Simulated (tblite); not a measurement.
Pentafluorochloroethane, C2ClF5.
InChI=1S/C2ClF5/c3-1(4,5)2(6,7)8

Method: GFN2-xTB as coded in tblite; computed harmonic values from a numerical Hessian at the method's own geometry, unscaled. Errors from tens to a few hundred cm⁻¹ against measured bands are possible.

Harmonic wavenumbers (cm⁻¹): 39.8, 137.5, 171.7, 279.1, 287.9, 334.9, 390.1, 401.4, 489.3, 533.3, 570.1, 687.0, 861.9, 1049.9, 1088.6, 1118.2, 1126.3, 1177.2.

A = 2331, B = 1519, C = 1352 MHz; mass 153.961 u (most abundant isotopes); point group Cs, symmetry number 1.

**Question.** What is the zero-point energy?

**Answer.** Half the sum of the wavenumbers: 5372 cm⁻¹ = 15.36 kcal/mol.

**Question.** Entropy at 400 K, 1 bar (ideal gas, RRHO, classical rotation)?

**Answer.** Translation 42.49, rotation 29.47, vibration 25.82: S = 97.8 cal/(mol K).

**Question.** And Cp and H(400 K) − H(0)?

**Answer.** Cp = 32.21 cal/(mol K), of which vibrations give 24.26 (their classical limit is 18 R = 35.8); H(400 K) − H(0) = 8.54 kcal/mol without the zero-point energy, 5.36 from vibrations.

**Question.** What must be added to the electronic energy to get the Gibbs energy at 400 K and 1 bar?

**Answer.** ZPE + [H(400 K) − H(0)] − T·S = 15.36 + 8.54 − 39.11 = -15.21 kcal/mol.

**Question.** Blend soft modes into free rotors: weight 1/[1 + (100 cm⁻¹/ν̃)⁴] for the oscillator and the rest for a rotor with moment μB/(μ + B), μ = h/(8π²ν), B = 10⁻⁴⁴ kg m². What vibrational entropy results?

**Answer.** 23.91 cal/(mol K) in place of 25.82, which changes −T·S at 400 K by +0.76 kcal/mol.

**Question.** How do the functions run with temperature in this model?

**Answer.** 
| T (K) | S (cal/(mol K)) | Cp (cal/(mol K)) | H − H(0) (kcal/mol) | G − H(0) (kcal/mol) | ln q(vib) |
| --- | --- | --- | --- | --- | --- |
| 50 | 57.5 | 10.8 | 0.46 | -2.42 | 0.41 |
| 100 | 66.2 | 14.7 | 1.10 | -5.52 | 1.12 |
| 298.15 | 88.9 | 28.0 | 5.46 | -21.05 | 4.49 |
| 373.15 | 95.6 | 31.2 | 7.69 | -27.98 | 5.79 |
| 500 | 105.3 | 35.1 | 11.92 | -40.73 | 7.89 |
| 750 | 120.4 | 39.1 | 21.27 | -69.04 | 11.60 |
| 1000 | 132.0 | 41.0 | 31.31 | -100.65 | 14.77 |

q(vib) and H(0) count from the zero-point level.

**Question.** Which modes carry the vibrational entropy at 400 K?

**Answer.** 39.8 cm⁻¹: 5.85; 137.5 cm⁻¹: 3.41; 171.7 cm⁻¹: 2.98; 279.1 cm⁻¹: 2.06; 287.9 cm⁻¹: 2.00; 334.9 cm⁻¹: 1.73 cal/(mol K); the other 12 give 7.78 together.

Hindered rotation and anharmonicity are outside this model.

Hardware: an Intel Xeon Platinum 8488C with one thread, shared host with 192 logical CPUs at a one-minute load of 18. Cost: 0.17 s wall. This covers the Hessian and the dipole derivatives.

The values belong to the conformer `[F:1][C:2]([F:3])([F:4])[C:5]([F:6])([F:7])[Cl:8]`: F1–C2–C5–F6 58°.
